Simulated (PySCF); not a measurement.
## In²⁺ (indium, charge +2) across methods

[Kr] 4d10 5d1, 2D determinant (an excited configuration). All numbers are calculated (PySCF 2.14, scalar relativity through the core potential, in aug-cc-pVTZ-PP with ECP28MDF).

| method | E (hartree) | mean ε 4d α (eV) | mean ε 4d β (eV) | mean ε 5d α (eV) | Σ⟨r²⟩ (bohr²) | ⟨S²⟩ |
| --- | --- | --- | --- | --- | --- | --- |
| PBE | -188.6336 | -40.399 | -40.350 | -10.734 | 42.30 | 0.750 |
| r2SCAN | -188.7037 | -40.859 | -40.822 | -10.635 | 42.22 | 0.750 |
| PBE0 | -188.6466 | -42.955 | -42.899 | -11.082 | 42.59 | 0.750 |
| r2SCANh | -188.6939 | -41.831 | -41.790 | -10.774 | 42.33 | 0.750 |
| UHF | -187.84804 | -49.533 | -49.454 | -11.779 | 44.26 | 0.750 |
| revPBE | -188.7019 | -40.339 | -40.298 | -10.781 | 42.41 | 0.750 |
| LDA | -188.2704 | -40.531 | -40.475 | -10.548 | 42.26 | 0.750 |
| M06 | -188.7057 | -43.032 | -43.015 | -10.922 | 42.75 | 0.750 |
| B3LYP | -188.6977 | -42.486 | -42.441 | -11.047 | 42.35 | 0.750 |

Energies and moments cover only the electrons outside the core potential. The outer electron is Rydberg-like, and this basis confines it to a smaller radius and binds it less than a complete one would.
